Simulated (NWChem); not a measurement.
# C₂H₄N₃ cation; SMILES c1n[nH]c[nH+]1

All runs: NWChem. The geometry was optimised at PBE0/def2-SVP.

**Question.** What does the run give for LC-BLYP (range parameter 0.33 per bohr)/def2-SVP? Quantities: highest occupied level (eV); orbital gap (eV).

**Answer.** 
```yaml
highest occupied level (eV): -16.70
orbital gap (eV): 12.56
```
